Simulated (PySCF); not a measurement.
**From computed data to an observable: chemical shift, span and skew from a shielding tensor**

CH2F2O2Si, SMILES O=C(O)[SiH](F)F. Atoms are numbered in the order given.

```xyz
8

O      1.4999     1.1096     0.5185
C      1.0961     0.1559    -0.0964
O      1.8875    -0.6471    -0.8343
Si    -0.7469    -0.3706    -0.1223
F     -1.5864     0.8846    -0.6863
F     -1.1875    -0.6147     1.4089
H      2.8010    -0.3071    -0.7650
H     -1.0546    -1.5693    -0.9216
```

Geometry optimised at B3LYP-D3(BJ)/def2-SVP. The structure was generated by enumeration, and PubChem lists no compound with its InChIKey, so it may never have been made. One conformer was computed; it need not be the lowest.

GIAO shieldings from PBE/pcSseg-1 run with PySCF, non-relativistic, no solvent. The symmetric part of the tensor of C2 has the principal values -89.9, 40.2, 71.9 ppm. The same nucleus in TMS has σ = 182.0 ppm at this level (PySCF, at its B3LYP-D3(BJ)/def2-TZVP geometry).

Task: Work out the isotropic shielding, the ¹³C shift against TMS, the span and the skew.

Result: 
σ(iso) = (σ11 + σ22 + σ33)/3 = 7.4 ppm. δ = σ(ref) − σ(iso) = 182.0 − (7.4) = 174.6 ppm.
Span Ω = σ33 − σ11 = 161.8 ppm. Skew κ = 3(σ(iso) − σ22)/Ω = -0.61. Tumbling in solution averages the tensor to δ; in a static solid the shielding alone would spread this spin-1/2 line over Ω.
